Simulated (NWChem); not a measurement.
Molecule: C₂H₅S, doublet; SMILES C[CH]S

```xyz
8

C      0.2572     1.6744    -0.0367
C     -0.5878     0.4497     0.0901
S      0.0537    -1.1713    -0.0752
H      0.5845     1.8589    -1.0743
H     -0.2995     2.5588     0.2933
H      1.1671     1.6049     0.5754
H     -1.6571     0.4989    -0.0899
H      1.2988    -0.9216     0.3909
```
Atoms are numbered in this order, from 1.

Computed with NWChem. Pople sets run with spherical d functions. Spin-unrestricted. Geometry: optimised at B3LYP/6-31G* (spherical d), spin-unrestricted. No stability test was run on the SCF state. Solvent water, SMD (1 M gas to 1 M solution), gas-phase geometry. Reactions with the solvent are ignored.

Question: What does the run give for PBE0/6-31G*? Quantities: solvation free energy (kcal/mol); cavity-dispersion-structure term (kcal/mol); dipole in solution (D).

Answer: 
```json
{
  "solvation free energy (kcal/mol)": "-0.7",
  "cavity-dispersion-structure term (kcal/mol)": "2.4",
  "dipole in solution (D)": "1.87"
}
```
